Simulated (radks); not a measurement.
Radial electron density D(r) = 4 pi r^2 rho(r) of an atom or ion with 36 electrons. All-electron calculation, scalar-relativistic Kohn-Sham, BLYP, spin-polarised, spherical densities, finite nucleus; Fermi nuclear charge, rms radius of each element as measured or else 0.836 A^(1/3) + 0.57 fm. Program: a radial shooting solver on a logarithmic mesh with Libxc functionals.

| r (bohr) | D(r) (e/bohr) |
|---|---|
| 0.001005 | 1.581 |
| 0.001287 | 2.439 |
| 0.001663 | 3.784 |
| 0.002131 | 5.729 |
| 0.002753 | 8.670 |
| 0.003528 | 12.73 |
| 0.004521 | 18.29 |
| 0.005839 | 25.81 |
| 0.007483 | 34.76 |
| 0.009666 | 45.06 |
| 0.01239 | 54.69 |
| 0.01587 | 61.89 |
| 0.0205 | 64.61 |
| 0.02628 | 62.17 |
| 0.03394 | 57.39 |
| 0.04349 | 56.57 |
| 0.05574 | 64.13 |
| 0.072 | 77.08 |
| 0.09226 | 82.29 |
| 0.1192 | 71.78 |
| 0.1527 | 57.39 |
| 0.1957 | 57.40 |
| 0.2528 | 66.81 |
| 0.324 | 59.46 |
| 0.4185 | 34.38 |
| 0.5363 | 18.76 |
| 0.6872 | 16.31 |
| 0.8877 | 11.60 |
| 1.138 | 4.198 |
| 1.469 | 0.6154 |
| 1.883 | 0.03556 |
| 2.413 | 0.0005749 |

What is the nuclear charge?

Answer. Z = 50. The innermost maximum, from 1s, lies near gamma/Z bohr with gamma = sqrt(1 - (Z/c)^2) = 0.931, here 0.0186 bohr (found: 0.0203), and its height grows with Z. The density is that of the tin ion Sn14+ in [Kr]; the configuration itself is not fixed sharply by these data, and Z only to a few units. D(r) has 3 maxima, at r = 0.0203, 0.0894, 0.265 bohr, and minima at 0.0398, 0.172 bohr, inside which lie 1.99, 11.05 electrons.
